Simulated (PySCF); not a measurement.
BClGeH3N (calculated)

Computed with PySCF 2.14.0. Calculation on a computer-drawn molecule: optimised geometry and harmonic frequencies of an isolated molecule of the commonest isotopes, restricted reference for singlets and unrestricted otherwise, frozen core in MP2; on germanium a core potential holds 10 electrons, which the energies leave out, and 3d is frozen in MP2 and coupled-cluster steps.

## BClGeH3N

Start structure:
```xyz
7
BClGeH3N
Cl     1.8142     1.2453    -0.8936
B      2.0328     1.9220     0.7743
N      2.3945     1.0757     1.7179
Ge     2.9656    -0.3440     2.4433
H      1.7875     3.0658     0.9200
H      1.9719    -1.1585     3.1505
H      4.3633    -0.6299     2.7102
```

Settings of this run: charge 0, multiplicity 1, method HF, basis cc-pV(D+d)Z and basis and core potential on germanium cc-pVDZ-PP ECP10MDF.

Drawn bonds:
```csv
atom,other atom,order
1,2,1
2,3,1
3,4,2
2,5,1
4,6,1
4,7,1
```

To be estimated
1. Estimate the total energy of BClGeH3N.
2. BClGeH3N: rotational constants?

## Answers
1. -833.7814 hartree
2. 21.26, 1.102, 1.063 GHz

Further results for BClGeH3N:

* convergence status largest gradient component: 2.839e-05 hartree/bohr

Optimised structure:
```xyz
7
BClGeH3N
Cl     1.7415     1.4948    -1.0612
B      2.0188     1.8743     0.6851
N      2.4282     0.9042     1.5589
Ge     2.9406    -0.3157     2.5445
H      1.8193     3.0100     1.0040
H      1.9690    -1.1921     3.3120
H      4.4124    -0.5992     2.7793
```

Modes:
```csv
frequency (cm⁻¹),reduced mass (dalton)
21.27,3.03
77.39,14.7
289.9,1.202
355.3,14.71
624.4,1.22
669.6,1.141
720.7,3.986
827.6,4.623
896,1.478
953.9,1.028
1160,1.223
1613,10.7
2290,1.026
2305,1.015
2733,1.095
```
